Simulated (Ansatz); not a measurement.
One change: `[SH][SnH3]` becomes `[SH][GeH3]`.

Ansatz, PBE0-D4/def2-TZVP geometries, multiplicity 1. 

Elements past krypton have def2 core potentials. Scalar relativity is left out up to krypton.

```
                                      property  `[SH][SnH3]`
         HOMO–LUMO gap (B3LYP/def2-TZVPP) / eV          6.16
         LUMO energy (ωB97M-V/def2-TZVPP) / eV          0.99
           LUMO energy (B3LYP/def2-TZVPP) / eV         -0.86
zero-point energy (PBE0-D4/def2-TZVP) / kJ/mol          76.5
           HOMO energy (B3LYP/def2-TZVPP) / eV         -7.02
             HOMO energy (PBE/def2-TZVPP) / eV         -6.04
```

(1) What does the change do to each property? (An estimate is asked.)

Results:

(1) The calculation gave: 
```tsv
property	`[SH][GeH3]`	shift
HOMO–LUMO gap (B3LYP/def2-TZVPP) / eV	6.80	0.64
LUMO energy (ωB97M-V/def2-TZVPP) / eV	1.86	0.87
LUMO energy (B3LYP/def2-TZVPP) / eV	-0.27	0.59
zero-point energy (PBE0-D4/def2-TZVP) / kJ/mol	85.1	8.6
HOMO energy (B3LYP/def2-TZVPP) / eV	-7.07	-0.05
HOMO energy (PBE/def2-TZVPP) / eV	-6.08	-0.04
```

With PBE0 the HOMO falls by 0.05 eV and the LUMO rises by 0.60 eV, so the gap widens by about 0.65 eV. PBE moves the HOMO by -0.04 eV and ωB97M-V by -0.06 eV.

B3LYP here is the variant with VWN-RPA as its local correlation; programs differ in this.
